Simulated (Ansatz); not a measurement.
Consider the redistribution: `CO[SiH](N)O[SiH3]` + `[CH3][W](=[S])(=[S])[Cl]` → `CO[SiH](Cl)O[SiH3]` + `[CH3][W]([NH2])(=[S])=[S]`.

Program: Ansatz. Geometries: PBE0-D4/def2-TZVP. ΔE: electronic, gas phase. CCSD(T)/CBS is the MP2 limit (def2-TZVPP, def2-QZVPP) plus CCSD(T) − MP2 in def2-TZVPP, frozen cores. Functionals use def2-TZVPP. Elements past krypton have def2 core potentials. For W outer-core shells are correlated without core-valence functions, which leaves a few kJ/mol of doubt a bond. One conformer a species, not always the lowest.

`CO[SiH](N)O[SiH3]`:

Z-matrix (Å, degrees):
```
C
O 1 1.411
H 1 1.095 2 110.8
H 1 1.095 2 111.6 3 -121.2
H 1 1.092 2 108.4 3 118.9
Si 2 1.632 1 124.5 3 82.2
O 6 1.634 2 112.8 1 -65.0
N 6 1.702 2 111.2 1 51.6
H 6 1.478 2 103.1 1 176.8
Si 7 1.634 6 142.9 2 -45.0
H 8 1.006 6 120.2 2 -143.4
H 8 1.006 6 122.0 2 65.1
H 10 1.487 7 110.3 6 68.2
H 10 1.484 7 108.2 6 -172.3
H 10 1.487 7 110.8 6 -52.5
```

`[CH3][W](=[S])(=[S])[Cl]`:

Cartesian coordinates in Å:
```
C 0.798 -0.169 -0.788
W -0.674 0.146 0.661
S -1.688 -1.703 0.786
S 0.411 0.499 2.439
Cl -1.999 1.862 0.058
H 0.298 -0.393 -1.736
H 1.469 -0.993 -0.539
H 1.385 0.751 -0.880
```

`CO[SiH](Cl)O[SiH3]`:

Z-matrix (Å, degrees):
```
C
O 1 1.412
H 1 1.094 2 111.0
H 1 1.090 2 107.9 3 119.4
H 1 1.095 2 111.3 3 -121.5
Si 2 1.622 1 126.0 3 60.1
O 6 1.609 2 108.0 1 -173.1
Cl 6 2.054 2 109.1 1 -53.3
H 6 1.473 2 112.7 1 65.8
Si 7 1.645 6 143.5 2 47.7
H 10 1.483 7 109.5 6 -87.3
H 10 1.484 7 110.2 6 33.4
H 10 1.482 7 107.7 6 153.4
```

`[CH3][W]([NH2])(=[S])=[S]`:

Cartesian coordinates in Å:
```
C 1.349 0.734 0.198
W -0.120 -0.661 -0.378
N -1.786 -0.014 0.318
S -0.090 -0.677 -2.503
S 0.462 -2.501 0.513
H 2.329 0.422 -0.170
H 1.112 1.716 -0.221
H 1.388 0.803 1.288
H -2.193 -0.338 1.184
H -2.452 0.515 -0.228
```

```json
{"level": "r2SCAN-D4", "ΔE (kJ/mol)": "-0.5", "difference from CCSD(T)/CBS": "0.5"}
{"level": "ωB97M-V", "ΔE (kJ/mol)": "-4.8", "difference from CCSD(T)/CBS": "-3.8"}
{"level": "PBE", "ΔE (kJ/mol)": "-2.1", "difference from CCSD(T)/CBS": "-1.1"}
{"level": "r2SCAN", "ΔE (kJ/mol)": "-0.6", "difference from CCSD(T)/CBS": "0.4"}
{"level": "PBE0", "ΔE (kJ/mol)": "-2.3", "difference from CCSD(T)/CBS": "-1.3"}
{"level": "SCS-MP2/def2-TZVPP", "ΔE (kJ/mol)": "9.8", "difference from CCSD(T)/CBS": "10.8"}
{"level": "CCSD(T)/def2-TZVPP", "ΔE (kJ/mol)": "-0.5", "difference from CCSD(T)/CBS": "0.5"}
{"level": "HF/def2-QZVPP", "ΔE (kJ/mol)": "-5.3", "difference from CCSD(T)/CBS": "-4.3"}
{"level": "HF/CBS(def2)", "ΔE (kJ/mol)": "-5.2", "difference from CCSD(T)/CBS": "-4.2"}
{"level": "MP2/CBS(def2)", "ΔE (kJ/mol)": "13.1", "difference from CCSD(T)/CBS": "14.1"}
{"level": "CCSD(T)/CBS", "ΔE (kJ/mol)": "-1.0", "difference from CCSD(T)/CBS": "0"}
```

Largest T1 diagnostic among the species: 0.022, so the coupled-cluster value is less sure than usual.

In def2-TZVPP, CCSD(T) changes the Hartree–Fock value by +5.7 kJ/mol (the triples alone add +2.4 kJ/mol) and MP2 by +19.8 kJ/mol.
